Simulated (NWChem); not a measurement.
System meant: C4H4ClF; SMILES C=C=C(F)CCl

NWChem input:

```
start job
memory heap 200 mb stack 900 mb global 1100 mb
geometry units angstroms noautoz
  C      1.200829    -2.549110     0.077484
  C      0.372607    -1.540286     0.023559
  C     -0.437211    -0.509101    -0.053900
  F     -1.616463    -0.498117     0.578509
  C     -0.169303     0.720325    -0.842086
  Cl    -0.016977     2.167619     0.206774
  H      1.160184    -3.364204    -0.654985
  H      1.963447    -2.619375     0.862420
  H     -1.003984     0.917998    -1.530618
  H      0.759938     0.614840    -1.414118
end
basis spherical
  C library def2-svp
  F library def2-svp
  Cl library def2-svp
  H library def2-svp
end
dft
  odft
  mult 2
  xc xpbe96 cpbe96
  iterations 150
  mulliken
end
task dft energy
```

End of the output:

```
 ==============================================================================
                                 internuclear angles
 ------------------------------------------------------------------------------
        center 1       |       center 2       |       center 3       |  degrees
 ------------------------------------------------------------------------------
    2 C                |   1 C                |   7 H                |   121.53
    2 C                |   1 C                |   8 H                |   121.33
    7 H                |   1 C                |   8 H                |   117.14
    1 C                |   2 C                |   3 C                |   178.40
    2 C                |   3 C                |   4 F                |   121.46
    2 C                |   3 C                |   5 C                |   124.76
    4 F                |   3 C                |   5 C                |   113.77
    3 C                |   5 C                |   6 Cl               |   111.90
    3 C                |   5 C                |   9 H                |   110.13
    3 C                |   5 C                |  10 H                |   110.50
    6 Cl               |   5 C                |   9 H                |   106.59
    6 Cl               |   5 C                |  10 H                |   108.10
    9 H                |   5 C                |  10 H                |   109.50
 ------------------------------------------------------------------------------
                            number of included internuclear angles:         13
 ==============================================================================

 Summary of "ao basis" -> "" (spherical)
 ------------------------------------------------------------------------------
       Tag                 Description            Shells   Functions and Types
 ---------------- ------------------------------  ------  ---------------------
 C                          def2-svp                 6       14   3s2p1d
 F                          def2-svp                 6       14   3s2p1d
 Cl                         def2-svp                 8       18   4s3p1d
 H                          def2-svp                 3        5   2s1p

  pbe96 is a nonlocal functional; adding pw91lda local functional.

                                 NWChem DFT Module
                                 -----------------

 Summary of "ao basis" -> "ao basis" (spherical)
 ------------------------------------------------------------------------------
       Tag                 Description            Shells   Functions and Types
 ---------------- ------------------------------  ------  ---------------------
 C                          def2-svp                 6       14   3s2p1d
 F                          def2-svp                 6       14   3s2p1d
 Cl                         def2-svp                 8       18   4s3p1d
 H                          def2-svp                 3        5   2s1p

  number of electrons :                   54
  multiplicity        :                    2
 ------------------------------------------------------------------------
  no. of electrons and multiplicity not compatible                  54
 ------------------------------------------------------------------------
 ------------------------------------------------------------------------
  current input line :
    28: task dft energy
 ------------------------------------------------------------------------
 ------------------------------------------------------------------------
 There is an error in the input file
 ------------------------------------------------------------------------
 For more information see the NWChem manual at https://nwchemgit.github.io

0: no. of electrons and multiplicity not compatible:Received an Error in Communication
```

Task: Find the fault in this run and fix the input.

Result: The input was rejected before any calculation. Cause: the multiplicity doesn't fit the number of electrons (an even count wants an odd multiplicity, and the reverse). This input runs:
```
start job
memory heap 200 mb stack 900 mb global 1100 mb
geometry units angstroms noautoz
  C      1.200829    -2.549110     0.077484
  C      0.372607    -1.540286     0.023559
  C     -0.437211    -0.509101    -0.053900
  F     -1.616463    -0.498117     0.578509
  C     -0.169303     0.720325    -0.842086
  Cl    -0.016977     2.167619     0.206774
  H      1.160184    -3.364204    -0.654985
  H      1.963447    -2.619375     0.862420
  H     -1.003984     0.917998    -1.530618
  H      0.759938     0.614840    -1.414118
end
basis spherical
  * library def2-svp
end
dft
  xc xpbe96 cpbe96
  iterations 150
  mulliken
end
task dft energy
```
It converges to -713.97918 Ha (PBE/def2-SVP).
